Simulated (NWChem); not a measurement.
H2SO4, triplet; SMILES of the neutral closed-shell parent S(O)(O)(=O)=O

```xyz
7

O      1.3847    -0.0604     0.7675
S     -0.0001     0.4178    -0.0293
O      0.0001    -0.7192    -1.0846
O     -0.0004     1.4068    -1.2279
O     -1.3841    -0.0622     0.7682
H      1.7814    -0.7676     0.2251
H     -1.7808    -0.7690     0.2254
```
Atoms are numbered in this order, from 1.

Program: NWChem. Pople sets run with spherical d functions. Spin-unrestricted. Coordinates come from a PBE0/def2-SVP, spin-unrestricted optimisation. This spin state was assumed; another may lie lower. No stability test was run on the SCF state. Level: B3LYP/6-31G* with COSMO at NWChem's default radii, gas-phase geometry; rows give the dielectric constant. Reactions with the solvent are ignored.

```
dielectric constant  electrostatic solvation energy (kcal/mol)  dipole in solution (D)
-------------------  -----------------------------------------  ----------------------
1.5                                                       -3.0                    2.24
2.4                                                       -5.4                    2.42
3.9                                                       -7.0                    2.55
11.7                                                      -8.8                    2.71
37.5                                                      -9.4                    2.77
```
